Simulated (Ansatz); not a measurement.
`[F][SnH2][PH]S`, relaxed with RKS PBE0-D4/def2-TZVP in Ansatz from a PBE-D4/def2-SVP geometry. The force threshold is 0.005 eV/Å; the program also tests the step.

Charge 0, multiplicity 1. Sn: def2 effective core potential.

Start:

```xyz
8

F     0.514    1.270    2.109
Sn   -0.214   -0.337    1.236
P    -0.869    0.467   -1.103
S     1.071    0.186   -2.042
H     1.112   -1.451    1.205
H    -1.536   -0.819    2.259
H    -1.356   -0.843   -1.471
H     1.277    1.525   -2.193
```

By how much does the energy fall, and how many steps does the optimiser take? (Estimate.)

The calculation gave: 7.56 kJ/mol, in 13 steps, 1 of them rejected.

Which bonds change most? (Best estimate.)

Ansatz gave: Sn2–P3 from 2.559 to 2.501 Å; P3–S4 from 2.173 to 2.123 Å; F1–Sn2 from 1.969 to 1.927 Å; Sn2–H6 from 1.739 to 1.708 Å.

Give the relaxed structure. (Estimate.)

Computed: 
```xyz
8

F     0.356    1.199    2.273
Sn   -0.176   -0.352    1.259
P    -0.729    0.570   -0.999
S     1.116    0.158   -1.967
H     1.196   -1.363    1.295
H    -1.535   -0.960    2.095
H    -1.417   -0.612   -1.392
H     1.189    1.359   -2.564
```
